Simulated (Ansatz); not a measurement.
Gas-phase electronic energies from Ansatz, PBE0-D4/def2-TZVP geometries. CBS: MP2 limit from def2 TZ/QZ plus the TZ coupled-cluster correction, frozen cores. DFT in def2-TZVPP. One conformer a species, not always the lowest.

`BN([SiH3])[SiH2]Cl` + `CO[SiH](F)S` → `CO[SiH](F)S[SiH2]Cl` + `BN[SiH3]`  (ligand exchange at the Si–N bond)

```csv
level,ΔE (kJ/mol)
r2SCAN-D4,-22.5
ωB97M-V,-16.7
B2PLYP,-16.5
r2SCAN,-22.6
SCS-MP2/def2-TZVPP,-11.9
CCSD/def2-TZVPP,-10.4
CCSD(T)/def2-TZVPP,-12.0
MP2/def2-QZVPP,-16.9
```

Problem. What does CCSD(T)/CBS give? (Best estimate.)

Solution. The calculation gave: -16.0 kJ/mol. The listed levels differ from it by -6.5, -0.7, -0.5, -6.6, 4.1, 5.6, 4.0, -0.9 kJ/mol.

Largest T1 diagnostic among the species: 0.012.

In def2-TZVPP, CCSD(T) changes the Hartree–Fock value by −3.0 kJ/mol (the triples alone add −1.6 kJ/mol) and MP2 by −6.0 kJ/mol. From PBE to PBE0 (25 % exact exchange), in def2-TZVPP and without D4, ΔE moves by +3.4 kJ/mol.
